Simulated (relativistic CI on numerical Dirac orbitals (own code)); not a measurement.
# One change at a time: Os XXIX

Base calculation: Dirac-Coulomb-Breit CI, KLI orbitals optimised for each configuration, a model potential for QED, unscaled Slater integrals.

CI space (outside the closed core [Ar] 3d10): 4s2.4p6.4d10.4f2, 4s2.4p6.4d9.4f3, 4s2.4p6.4d10.4f.5s, 4s2.4p6.4d10.4f.5p, 4s2.4p6.4d10.5s2, 4s2.4p5.4d10.4f3, 4s2.4p6.4d10.5s.5p, 4s2.4p6.4d10.4f.5d, 4s2.4p6.4d10.5p2, 4s2.4p6.4d10.5s.5d, 4s.4p6.4d10.4f3, 4s2.4p6.4d9.4f2.5s, 4s2.4p6.4d10.5p.5d, 4s2.4p6.4d10.4f.5f, 4s2.4p6.4d9.4f2.5p, 4s2.4p6.4d10.4f.6s, 4s2.4p6.4d10.5d2, 4s2.4p6.4d10.4f.5g, 4s2.4p6.4d10.4f.6p, 4s2.4p6.4d10.4f.6d, 4s2.4p5.4d10.4f2.5s, 4s2.4p6.4d10.4f.7s, 4s2.4p6.4d10.4f.6g, 4s.4p6.4d10.4f.5s2, 4s.4p6.4d10.4f.5p2. Double excitations out of closed p, d and f shells are left out; levels of such configurations are missing from the list, as are those of other unlisted configurations, and high levels can miss mixing partners.

The lowest level and the first level of each name with at least 55 % of one term (blank where a level has no safe partner in the second run):

```tsv
Level	Base (cm⁻¹)	Shift (cm⁻¹)
4s2.4p6.4d10.4f2 3H_4	0	0
4s2.4p6.4d10.4f2 3F_2	21345	-1604
4s2.4p6.4d10.4f2 3H_5	31104	+227
4s2.4p6.4d10.4f2 3F_3	45525	-1068
4s2.4p6.4d10.4f2 3H_6	56739	-341
4s2.4p6.4d10.4f2 3F_4	80995	-1262
4s2.4p6.4d10.4f2 3P_0	83060	-6920
4s2.4p6.4d10.4f2 3P_1	98306	-6052
4s2.4p6.4d10.4f2 1I_6	101533	-5303
4s2.4p6.4d10.4f2 3P_2	122323	-5385
4s2.4p6.4d10.4f2 1S_0	204856	-14532
4s2.4p6.4d10.4f.5s 3F°_2	1234087	+405
4s2.4p6.4d10.4f.5s 3F°_3	1237568	+96
4s2.4p6.4d10.4f.5s 3F°_4	1269323	+390
```

At this charge energies of transitions that change n are usually good to better than 1 %, and those within a shell (Δn = 0) to a few per cent. Terms inside the open d or f shell come out 10 to 20 % too wide with unscaled integrals.

Q: One thing was changed in a second run, which moved the levels as shown. Which?
A. valence Slater integrals scaled by 0.9
B. QED terms removed
C. only the first 3 configurations
D. configuration mixing switched off
E. Breit term removed

A: A. Valence Slater integrals scaled by 0.9. Scaling acts on the splittings between terms and on the mixing, and leaves the fine structure of pure LS terms nearly alone; in jj coupling it moves the levels of one term differently.

LS names give the leading component of a level, which can be under half, so a name can repeat, a term be missing and a line seem to break the LS rules.
